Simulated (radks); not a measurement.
Valence configurations of Fe III (all share [Ar]). Calculated with a radial shooting solver on a logarithmic mesh with Libxc functionals: scalar-relativistic Kohn-Sham, r2SCAN, spin-polarised, spherical densities, finite nucleus; open shells are filled with parallel spins first; meta-GGA in the generalised Kohn-Sham scheme; Fermi nuclear charge, rms radius 3.7377 fm. Energies are relative to 3d6; eigenvalues in eV for spin up.

| valence | E (eV) | moment (Bohr magnetons) | e(3d) | e(4p) | e(4s) |
|---|---|---|---|---|---|
| 3d6 | 0.000 | 4 | -27.540 | - | - |
| 3d5 4s1 | 2.592 | 6 | -34.417 | - | -23.581 |
| 3d5 4p1 | 9.435 | 6 | -35.646 | -17.253 | - |
| 3d4 4s2 | 18.685 | 4 | -41.395 | - | -25.250 |
| 3d4 4s1.5 4p0.5 | 21.378 | 5 | -42.010 | -18.767 | -26.222 |
| 3d4 4s1 4p1 | 22.966 | 6 | -42.473 | -19.421 | -26.921 |
| 3d4 4s0.5 4p1.5 | 26.700 | 6 | -43.062 | -19.709 | -27.151 |
| 3d4 4p2 | 30.408 | 6 | -43.647 | -19.970 | - |
| 3d3 4s1 4p2 | 48.929 | 6 | -50.870 | -21.894 | -29.983 |
| 3d2 4s1 4p3 | 81.061 | 6 | -59.548 | -24.221 | -32.888 |

NIST lists [Ar] 3d6 as the ground configuration; this level of theory agrees among the configurations tried. The energies are those of spherical high-spin densities, not of single terms.
